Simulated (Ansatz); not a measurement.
The cluster Te₂As⁺, relaxed as a singlet with RKS PBE0-D4/def2-TZVP in Ansatz, starting from the GFN2-xTB geometry. Force threshold 0.02 eV/Å.

In the def2 sets Te takes a core potential; there is no spin–orbit coupling. The structure comes from a short search, and lower isomers may exist.

Start:

```xyz
3

As   -0.7002    1.0137    0.5552
Te    0.8263   -0.8744    0.9948
Te   -0.1262   -0.1393   -1.5500
```

**Question.** Estimate the energy that the relaxation releases and the steps that it takes.

**Answer.** 0.4 kJ/mol, in 4 steps; 10 s on 4 threads of Arm Neoverse V1 on a shared host. No frequencies were taken in this run, so the end may be a saddle point.

**Question.** Does the start keep its bonding and symmetry?

**Answer.** By distances, no bond broke or formed. The bond that changes most is Te2–Te3, from 2.81 to 2.84 Å (atoms count from 1). Point group C2v at the start, C2v at the end, both within 0.05 Å.

**Question.** Predict the relaxed structure.

**Answer.** 
```xyz
3

As   -0.6938    1.0044    0.5499
Te    0.8277   -0.8733    1.0094
Te   -0.1339   -0.1311   -1.5593
```
Bond lengths: 2 × As–Te 2.46 Å; 1 × Te–Te 2.84 Å.
